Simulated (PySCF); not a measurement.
C2H11NSi3, SMILES [SiH3]N1[SiH2]CC[SiH2]1.

The structure is a stationary point at PBE0-D3(BJ)/def2-SVP. The structure was generated by enumeration, and PubChem lists no compound with its InChIKey, so it may never have been made. One conformer was computed; it need not be the lowest.

Two levels are set side by side: PBE/def2-TZVP (PySCF) and r2SCAN/def2-TZVP (PySCF). Same geometry, gas phase. Differences are taken from unrounded values.

```tsv
quantity	PBE
orbital gap (eV)	5.22
highest occupied level (eV)	-6.13
lowest empty level (eV)	-0.91
dipole moment (D)	1.46
```

Problem. These are the PBE values. What does r2SCAN give? (Estimate from the structure and the level; the computed values follow.)

Solution. 
| quantity | r2SCAN | PBE minus r2SCAN |
|---|---|---|
| orbital gap (eV) | 5.84 | -0.62 |
| highest occupied level (eV) | -6.42 | 0.29 |
| lowest empty level (eV) | -0.58 | -0.33 |
| dipole moment (D) | 1.46 | 0.00 |

Rough cost on one machine, each run with all the roots and properties that it gave: r2SCAN against PBE about 2 times.
